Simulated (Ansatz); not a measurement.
Input and output for `BC[SiH](N)F`.

```yaml
crystal:
  periodic: [false, false, false]
  atoms:
    - {symbol: B, position_ang: [-0.482358, 1.755947, 1.017905]}
    - {symbol: C, position_ang: [-0.680276, 0.267480, 0.689408]}
    - {symbol: Si, position_ang: [0.667103, -0.312357, -0.471883]}
    - {symbol: N, position_ang: [0.323677, -1.894114, -0.984405]}
    - {symbol: F, position_ang: [0.738439, 0.748924, -1.676835]}
    - {symbol: H, position_ang: [0.290514, 2.088109, 1.871492]}
    - {symbol: H, position_ang: [-1.055376, 2.606357, 0.402127]}
    - {symbol: H, position_ang: [-1.622324, 0.043406, 0.177160]}
    - {symbol: H, position_ang: [-0.555760, -0.395445, 1.553051]}
    - {symbol: H, position_ang: [2.015994, -0.320652, 0.135437]}
    - {symbol: H, position_ang: [1.035877, -2.468436, -1.404484]}
    - {symbol: H, position_ang: [-0.598509, -2.174320, -1.274973]}
basis:
  gaussian: {orbitals: cc-pVTZ-DK, final_grid: {core_spheres: 5, valence_spheres: 4, degree: 11}}
hamiltonian: {xc: {name: wB97}}
```

```sh
$ ansatz run in.yaml --threads 4 --pin off --events-out ev --progress --plain --max-ram 10444MiB
```

Output, abridged:

```
Functional definition: wB97
1391 factors; their error is unknown
461 factors; integrals over basis functions are off by at most 2.8e-5 eV
mean field evaluation 1: about -13930.3707 eV, gradient 5.7e1 eV
mean field evaluation 2: about -13932.4174 eV, gradient 4.9e1 eV
mean field evaluation 4: about -13936.2475 eV, gradient 2.4e0 eV
mean field evaluation 8: about -13936.2647 eV, gradient 1.3e-1 eV
mean field evaluation 16: about -13936.2085 eV, gradient 2.7e-4 eV
mean field -13936.20847013 eV, -512.1462149758 hartree, gradient 4.7e-5 eV, S^2 0.000000; 0 other end points of the search recorded, 0 dependent functions left out
reference -13936.20846264 eV, -512.1462147008 hartree; 24, 24 occupied and 228, 228 virtual orbitals, 1391 factors
Total energy: -13936.20846264 eV, -512.1462147008 hartree
Relativity: scalar
```

It took 1.1 s on 4 threads of an Intel Xeon 6975P-C on a shared host, with 0.51 GiB of host memory at the peak.
